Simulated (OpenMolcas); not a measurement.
**Ionisation energies of germanium**

* Program: OpenMolcas
* Basis: ANO-RCC-VTZP [6s5p3d1f]
* Scalar Hamiltonian: DKH2, point nucleus
* Spin-orbit coupling: RASSI with atomic mean-field integrals over the reference wave functions, term energies averaged over their components

Active shells in each charge state: the valence s, p shells, with orbitals averaged over the low states. Where CASPT2's correlated closed shells are named, they are those of the first ion.

A. CASSCF
B. SS-CASPT2, IPEA 0.25 Eh, imaginary shift 0.1 Eh (closed shells correlated: 3s 3p 3d)

Energies in eV between the lowest computed levels (charge -1 gives the electron affinity), named as in B; reference values from the NIST Atomic Spectra Database with their kind.

| From | To | A | B | Spin-orbit share in B | Reference |
| --- | --- | --- | --- | --- | --- |
| Ge- 4s² 4p³ ⁴S°_3/2 | Ge 4s² 4p² ³P₀ | 0.274 | 0.713 | -0.109 |  |
| Ge 4s² 4p² ³P₀ | Ge+ 4s² 4p ²P°_1/2 | 7.084 | 7.646 | -0.020 | 7.899 (measured) |
| Ge+ 4s² 4p ²P°_1/2 | Ge2+ 4s² ¹S₀ | 14.821 | 15.621 | +0.132 | 15.935 (measured) |
| Ge2+ 4s² ¹S₀ | Ge3+ 4s ²S_1/2 | 33.250 | 33.853 | +0.000 | 34.058 (measured) |
| Ge3+ 4s ²S_1/2 | Ge4+ 3d¹⁰ ¹S₀ | 44.591 | 45.462 | +0.000 | 45.715 (measured) |

Error against the reference values, in %:

```csv
From,Reference,A,B
Ge,measured,-10.3,-3.2
Ge+,measured,-7.0,-2.0
Ge2+,measured,-2.4,-0.6
Ge3+,measured,-2.5,-0.6
```

Mean absolute error over the 4 measured values: A 0.97 eV, B 0.26 eV. B lies closest.

No diffuse functions were added, so the electron affinity comes out too small, and without dynamic correlation a bound anion can come out unbound.

° marks odd parity.
